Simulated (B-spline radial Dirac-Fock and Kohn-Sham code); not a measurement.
# Total and shell-resolved photoionisation of Ru⁵⁺

System: Ru⁵⁺, configuration [Kr] 4d3.

Input file task.json (cfg lists n, l and occupation; rrms is the nuclear radius in fm):

```json
{"items": [{
  "Z": 44,
  "q": 5,
  "cfg": [[1, 0, 2], [2, 0, 2], [2, 1, 6], [3, 0, 2], [3, 1, 6], [3, 2, 10], [4, 0, 2], [4, 1, 6], [4, 2, 3]],
  "A": 102,
  "rrms": 4.4809,
  "do": ["binding", "quiet", "photo", "scan"],
  "hv": [40.81, 51.7, 150, 254.0, 868.0, 1253.6, 3220.0, 4000, 5414.7, 8047.8, 9251.7, 18600.0, 23000.0, 30000, 47800.0, 108000.0]
}]}
```

Command: `python xray_run.py task.json out`

Level of theory: a relativistic central-field model (Hartree-Slater potential of the initial state, Latter tail, multipole expansion of the photon field, Dirac-Fock thresholds); a B-spline atomic structure program.

Computed thresholds (eV): K 22203.1, L1 3317.3, L2 3055.0, L3 2926.0, M1 673.8, M2 571.7, M3 549.2, M4 369.0, M5 364.8, N1 160.2, N2 125.8, N3 122.1, N4 74.77, N5 74.30.

```
photon energy (eV)  total (b)  K (%)  L (%)  M (%)  N (%)
               150     776700      –      –      –  100.0
               254     701700      –      –      –  100.0
               868  1.322e+06      –      –   91.8    8.2
            1253.6     579300      –      –   90.8    9.2
              3220     277100      –   79.2   18.3    2.5
              4000     184900      –   82.2   15.6    2.2
            5414.7      84350      –   82.4   15.3    2.3
            8047.8      29260      –   82.5   15.1    2.4
            9251.7      20020      –   82.5   15.1    2.5
             18600       2871      –   82.3   15.0    2.6
             23000      10400   84.9   12.4    2.3    0.4
             30000       5161   85.7   11.7    2.1    0.4
             47800       1440   86.7   10.9    2.0    0.4
            108000      138.7   87.4   10.4    1.9    0.4
```

Problem. With what power of the photon energy does the total fall between 47800 and 108000 eV?

Solution. As E^-2.87. The non-relativistic Born limit for an s electron far above threshold is E^-3.5; near threshold and at relativistic energies the fall is slower.
